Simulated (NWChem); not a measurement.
System meant: C$_{2}$H$_{3}$FO$_{2}$Si; SMILES F[Si@@]1(OC=C1)O

Here is an NWChem input.

```
start job
memory heap 200 mb stack 900 mb global 1100 mb
geometry units angstroms noautoz
  O     -1.188531    -1.445624     0.026025
  Si     0.029607    -0.357254     0.048598
  F      1.353009    -1.249748    -0.106550
  C      0.066224     1.161177     1.060536
  C      0.011341     1.774552    -0.142638
  O     -0.039923     0.867367    -1.172648
  H     -2.084901    -1.116216     0.138912
  H      0.122087     1.595796     2.054408
  H      0.000559     2.834317    -0.424626
end
basis spherical
  O library def2-svp
  Si library def2-svp
  F library def2-svp
  C library def2-svp
  H library def2-svp
end
dft
  odft
  mult 2
  xc pbe0
  iterations 150
  mulliken
end
task dft energy
```

End of the output:

```
 Summary of "ao basis" -> "" (spherical)
 ------------------------------------------------------------------------------
       Tag                 Description            Shells   Functions and Types
 ---------------- ------------------------------  ------  ---------------------
 O                          def2-svp                 6       14   3s2p1d
 Si                         def2-svp                 8       18   4s3p1d
 F                          def2-svp                 6       14   3s2p1d
 C                          def2-svp                 6       14   3s2p1d
 H                          def2-svp                 3        5   2s1p

                                 NWChem DFT Module
                                 -----------------

 Summary of "ao basis" -> "ao basis" (spherical)
 ------------------------------------------------------------------------------
       Tag                 Description            Shells   Functions and Types
 ---------------- ------------------------------  ------  ---------------------
 O                          def2-svp                 6       14   3s2p1d
 Si                         def2-svp                 8       18   4s3p1d
 F                          def2-svp                 6       14   3s2p1d
 C                          def2-svp                 6       14   3s2p1d
 H                          def2-svp                 3        5   2s1p

  number of electrons :                   54
  multiplicity        :                    2
 ------------------------------------------------------------------------
  no. of electrons and multiplicity not compatible                  54
 ------------------------------------------------------------------------
 ------------------------------------------------------------------------
  current input line :
    28: task dft energy
 ------------------------------------------------------------------------
 ------------------------------------------------------------------------
 There is an error in the input file
 ------------------------------------------------------------------------
 For more information see the NWChem manual at https://nwchemgit.github.io

0: no. of electrons and multiplicity not compatible:Received an Error in Communication
```

**Question.** Find the fault in this run and fix the input.

**Answer.** The program refused the input. Cause: the multiplicity doesn't fit the number of electrons (an even count wants an odd multiplicity, and the reverse). This input runs:
```
start job
memory heap 200 mb stack 900 mb global 1100 mb
geometry units angstroms noautoz
  O     -1.188531    -1.445624     0.026025
  Si     0.029607    -0.357254     0.048598
  F      1.353009    -1.249748    -0.106550
  C      0.066224     1.161177     1.060536
  C      0.011341     1.774552    -0.142638
  O     -0.039923     0.867367    -1.172648
  H     -2.084901    -1.116216     0.138912
  H      0.122087     1.595796     2.054408
  H      0.000559     2.834317    -0.424626
end
basis spherical
  * library def2-svp
end
dft
  xc pbe0
  iterations 150
  mulliken
end
task dft energy
```
It converges to -617.08977 Ha (PBE0/def2-SVP).
